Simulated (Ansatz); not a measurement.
`BO[SiH2]C` → `BOC` + `[SiH2]` at 298.15 K and 1 bar (silylene formation by 1,1-elimination).

Program: Ansatz. Geometries: PBE0-D4/def2-TZVP. ΔE: electronic, gas phase. CCSD(T)/CBS adds triple-zeta CCSD(T) − MP2 to the extrapolated MP2 energy (def2 sets, frozen cores). This one scheme is used for every species. Each species was taken in one conformer, which may not be the lowest.

```
    species  CCSD(T)/CBS energy (Eh)  H − E (kJ/mol)  S (J/(mol·K))
`BO[SiH2]C`               -431.39483           229.2          330.8
      `BOC`               -141.04597           181.1          267.5
   `[SiH2]`               -290.19011            40.6          207.5
```

H − E and S are ideal-gas, rigid-rotor, harmonic terms from PBE0-D4/def2-TZVP, for one conformer and one mirror image of each species. 1 Eh = 2625.50 kJ/mol, R = 8.31446 J/(mol·K).

Task: By hand: ΔE, ΔH, ΔS and ΔG.

Result: ΔE = (-141.04597) + (-290.19011) − (-431.39483) = 0.15875 Eh = 416.8 kJ/mol. Δ(H − E) = 181.1 + 40.6 − 229.2 = -7.5, so ΔH = 409.3 kJ/mol. ΔS = 267.5 + 207.5 − 330.8 = 144.2 J/(mol·K). ΔG = 409.3 − 298.15 × (144.2)/1000 = 366.3 kJ/mol.

Task: By hand: the equilibrium constant, and the temperature at which ΔG would vanish if ΔH and ΔS stayed fixed.

Result: log₁₀ K = −ΔG/(RT ln 10) = -64.2. ΔG = 0 at ΔH/ΔS = 2838 K, far beyond where these terms or the molecules hold.

The number of gas molecules changes by +1, which sets the sign of ΔS. A doubt of 5 kJ/mol in ΔE shifts log₁₀ K by 0.9 here. Other conformers and mirror images would add mixing entropy, several J/(mol·K) or more a flexible species. Modes under 60 cm⁻¹, often nearly free rotors, make the harmonic entropy too high. These are equilibria of isolated gas molecules and say nothing of rates. Largest T1 diagnostic: 0.014 (customary marks: 0.02 for closed shells, 0.045 for open ones).
